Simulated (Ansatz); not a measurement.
C2H5NSi (`[SiH3]C1=CN1`) at its PBE0-D4/def2-TZVP geometry, where that method's forces vanish. The species carries charge 0 and has multiplicity 1.

```xyz
9

Si   -1.3833   -0.4901   -0.2416
C     0.2682    0.2315    0.0671
C     1.2035    1.0953    0.1962
N     1.5977   -0.1868    0.7634
H    -1.2537   -1.6069   -1.2120
H    -2.2703    0.5619   -0.7968
H    -1.9364   -1.0175    1.0310
H     1.6059    2.0912    0.1229
H     2.1684   -0.6786    0.0699
```

Q: What forces (eV/Å) does ωB97M-V/def2-TZVPP give on these atoms in the Gaussian-basis code of Ansatz? (Estimate.)

A: Computed: 
```
Si1 -0.244 -0.128 -0.033
C2   0.124  0.201 -0.026
C3  -0.171  0.193 -0.125
N4   0.220 -0.307  0.079
H5  -0.011  0.144  0.117
H6   0.111 -0.126  0.068
H7   0.075  0.076 -0.160
H8  -0.044 -0.097  0.009
H9  -0.060  0.045  0.071
```
